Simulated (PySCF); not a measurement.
Two-component Hartree-Fock for Hf³⁸⁺ (hafnium, charge +38)

Start: [Ar] 3d10 4s2 4p4; 4p1/2 filled at m_j = -1/2, +1/2; 4p3/2 filled at m_j = +1/2, +3/2. Calculated with PySCF 2.14 in an uncontracted even-tempered set (16 s from 4.3 bohr⁻², ratio 2.8; 13 p from 5.6 bohr⁻², ratio 2.8; 8 d from 10 bohr⁻², ratio 2.8; 4 f from 27 bohr⁻², ratio 3): generalised Hartree-Fock with the X2C-1e Hamiltonian and a Gaussian nucleus; one run each with spin-orbit coupling (SO) switched off, then screened by Boettger's factors.

```json
{"spinor shell": "1s1/2", "electrons": "2", "ε, spin-free (eV)": "-67394.1", "ε, screened SO (eV)": "-67373.3", "weight of nominal j (screened SO)": "1.000", "rms radius, screened SO (bohr)": "0.0215"}
{"spinor shell": "2s1/2", "electrons": "2", "ε, spin-free (eV)": "-13063.0", "ε, screened SO (eV)": "-13055.3", "weight of nominal j (screened SO)": "1.000", "rms radius, screened SO (bohr)": "0.0868"}
{"spinor shell": "2p1/2", "electrons": "2", "ε, spin-free (eV)": "-11679.5", "ε, screened SO (eV)": "-12529.1", "weight of nominal j (screened SO)": "1.000", "rms radius, screened SO (bohr)": "0.0739"}
{"spinor shell": "2p3/2", "electrons": "4", "ε, spin-free (eV)": "-11679.5", "ε, screened SO (eV)": "-11328.1", "weight of nominal j (screened SO)": "1.000", "rms radius, screened SO (bohr)": "0.0811"}
{"spinor shell": "3s1/2", "electrons": "2", "ε, spin-free (eV)": "-4275.0", "ε, screened SO (eV)": "-4271.4", "weight of nominal j (screened SO)": "1.000", "rms radius, screened SO (bohr)": "0.220"}
{"spinor shell": "3p1/2", "electrons": "2", "ε, spin-free (eV)": "-3850.9", "ε, screened SO (eV)": "-4041.8", "weight of nominal j (screened SO)": "1.000", "rms radius, screened SO (bohr)": "0.211"}
{"spinor shell": "3p3/2", "electrons": "4", "ε, spin-free (eV)": "-3850.9", "ε, screened SO (eV)": "-3768.6", "weight of nominal j (screened SO)": "1.000", "rms radius, screened SO (bohr)": "0.225"}
{"spinor shell": "3d3/2", "electrons": "4", "ε, spin-free (eV)": "-3358.4", "ε, screened SO (eV)": "-3391.4", "weight of nominal j (screened SO)": "1.000", "rms radius, screened SO (bohr)": "0.198"}
{"spinor shell": "3d5/2", "electrons": "6", "ε, spin-free (eV)": "-3358.4", "ε, screened SO (eV)": "-3332.0", "weight of nominal j (screened SO)": "1.000", "rms radius, screened SO (bohr)": "0.201"}
{"spinor shell": "4s1/2", "electrons": "2", "ε, spin-free (eV)": "-1946.1", "ε, screened SO (eV)": "-1944.7", "weight of nominal j (screened SO)": "1.000", "rms radius, screened SO (bohr)": "0.465"}
{"spinor shell": "4p1/2", "electrons": "2", "ε, spin-free (eV)": "-1795.4", "ε, screened SO (eV)": "-1851.1", "weight of nominal j (screened SO)": "0.998", "rms radius, screened SO (bohr)": "0.459"}
{"spinor shell": "4p3/2", "electrons": "2", "ε, spin-free (eV)": "-1795.4", "ε, screened SO (eV)": "-1770.5", "weight of nominal j (screened SO)": "0.999", "rms radius, screened SO (bohr)": "0.481"}
```

```json
{"quantity": "E (hartree)", "spin-free": "-14187.64989", "screened SO": "-14205.35210"}
{"quantity": "M_J", "spin-free": "2", "screened SO": "2"}
{"quantity": "⟨J²⟩", "spin-free": "6.001", "screened SO": "6.003"}
{"quantity": "⟨L²⟩", "spin-free": "2.001", "screened SO": "3.258"}
{"quantity": "⟨S²⟩", "spin-free": "2.000", "screened SO": "1.454"}
```

Each row is a mean over spinors that exchange with the open shell spreads, by up to 16.878 eV (4s1/2).

Breit and QED terms are absent; they matter most for the inner s and p1/2 levels.

Densities and radii are taken from the X2C orbitals without a picture-change correction, which distorts them close to the nucleus.

Without spin-orbit coupling the j labels of p, d and f shells carry no meaning; the spin-free column gives the mean over the occupied spinors of each nl shell.
